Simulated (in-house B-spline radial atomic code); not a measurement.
Whole-atom quantities along the 2-electron series, configuration 1s2. Computed with a radial B-spline atomic code at the basis-set limit: non-relativistic Hartree-Fock, average of the configuration, point nuclei.

This level leaves out relativity, spin-orbit splitting included, which matters for heavy ions.

```
  ion   Z  E/Z² (Eh)  Σ<r²> (bohr²)  n(0)/Z³ (bohr⁻³)  Lamb diamagnetic shielding (ppm)  repulsion over attraction
Xe52+  54   -0.98846      0.0020883           0.62878                           1905.95                  0.0057824
Cs53+  55   -0.98867      0.0020125           0.62893                           1941.46                  0.0056774
Ba54+  56   -0.98887      0.0019408           0.62906                           1976.96                  0.0055761
La55+  57   -0.98907      0.0018728            0.6292                           2012.46                  0.0054783
Ce56+  58   -0.98926      0.0018084           0.62932                           2047.96                  0.0053839
Pr57+  59   -0.98944      0.0017472           0.62945                           2083.46                  0.0052927
Nd58+  60   -0.98961       0.001689           0.62957                           2118.96                  0.0052046
```

(1) With what power of Z does the column «Σ<r²> (bohr²)» change over this range?

## Answers

(1) A fit of the logarithm of its size against log Z from Z = 54 to 60 has slope -2.01. Unscreened non-relativistic hydrogenic orbitals would give -2.
